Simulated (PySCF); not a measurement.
RuF₂ + NH₃ → HRuN + 2 HF

Level: PBE0 in the def2-TZVP basis family, computed in PySCF with density fitting; scalar-relativistic core potentials for atoms from Rb on, none lighter, no spin–orbit coupling; open shells unrestricted.

```
species                                     state and structure      E (Eh)  ZPE (kJ/mol)  H(298 K) − H(0) (kJ/mol)  S° (J/(mol K))
   RuF₂                         quintet, D∞h, Ru–F 1.866 Å (×2)  -294.48914           9.4                      12.9           275.1
    NH₃       singlet, C3v, N–H 1.013 Å (×3); H–N–H 107.1° (×3)   -56.51312          90.6                      10.0           192.4
   HRuN  singlet, Cs, Ru–H 1.632 Å, Ru–N 1.548 Å; H–Ru–N 105.7°  -150.10761          22.0                      10.6           252.0
     HF                               singlet, C∞v, H–F 0.920 Å  -100.39188          24.9                       8.7           173.6
```

(1) What is the electronic reaction energy?

(2) Add zero-point, thermal and entropy terms for 298.15 K and 1 bar.

Results:

(1) At PBE0/def2-TZVP, ΔE = 291.1 kJ/mol from the differences of the total energies times 2625.5, uphill. 

(2) ΔZPE = -28.2 and Δ[H(298) − H(0)] = 5.1 kJ/mol give ΔH° = 268.0 kJ/mol. ΔS° = 131.7 J/(mol K), so ΔG° = 268.0 − 298.15 × (0.1317) = 229 kJ/mol. ΔG° would change sign near 2030 K if ΔH° and ΔS° stayed fixed.

Open d or f shells are single determinants, so the state found may not be the ground state. The structures come from searches over a few start shapes, so lower isomers are not excluded.
